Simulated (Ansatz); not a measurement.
Molecule: C₅H₁₁O, charge 0, multiplicity 2. It need not be the lowest isomer of its formula. 
Coordinates optimised at B3LYP-D3(BJ)/def2-TZVP (Ansatz, a program for electronic structure):
```xyz
17

C     -0.3624    -1.2473    -0.9446
C     -0.3690    -0.1547     0.0732
C     -1.0516     1.1071    -0.4650
C     -1.0768    -0.6297     1.3497
O      0.9728     0.1272     0.5187
C      1.8699     0.6104    -0.4608
H      0.2929    -2.0965    -0.8041
H     -1.0933    -1.2802    -1.7406
H     -0.5926     1.4509    -1.3920
H     -2.1035     0.9036    -0.6706
H     -0.9915     1.9072     0.2737
H     -2.1150    -0.8885     1.1413
H     -1.0507     0.1637     2.0990
H     -0.5685    -1.5050     1.7531
H      1.8877    -0.0285    -1.3506
H      1.6327     1.6342    -0.7698
H      2.8587     0.6067    -0.0040
```
Charge 0, spin multiplicity 2.

Total electronic energies in hartree. Correlated levels leave the core frozen unless marked. Open shells are spin-unrestricted. Spin-orbit coupling is left out. Non-relativistic. CBS marks a two-point X^-3 extrapolation of the correlation energy; Hartree-Fock from the larger set. [CCSD(T)-MP2]/basis is that difference in the basis named.

| level | program | energy (Eh) |
|---|---|---|
| SVWN5/def2-TZVPD | Ansatz | -269.99774 |
| PBE0/6-31G* | Ansatz | -271.97354 |
| PBE0-D3(BJ)/def2-TZVPD | Ansatz + dftd3 | -272.09015 |
| PBE0/def2-QZVPP | Ansatz | -272.09632 |
| r2SCANh-D4/def2-TZVPD | Ansatz + dftd4 | -272.23879 |
| wB97M-V/def2-TZVPD | Ansatz | -272.26403 |
| B2GP-PLYP/def2-TZVPD | Ansatz | -272.10303 |
| B2PLYP/def2-TZVPD | Ansatz | -272.15602 |
| PBE-QIDH/def2-TZVPD | Ansatz | -272.03484 |
| MP2/STO-3G | Ansatz | -267.50683 |
| MP2/cc-pVDZ | Ansatz | -271.44206 |
| MP2/cc-pwCVTZ | Ansatz | -271.74783 |
| SCS-MP2/cc-pwCVTZ | Ansatz | -271.74865 |
| RI-MP2/CBS(cc-pVTZ,cc-pVQZ)+[CCSD(T)-MP2]/cc-pVDZ | Ansatz | -271.9764 |
| RI-MP2/CBS(cc-pVTZ,cc-pVQZ)+[CCSD(T)-MP2]/cc-pVTZ | Ansatz | -271.9773 |

Totals of different functionals don't rank their quality; only differences between species are comparable.
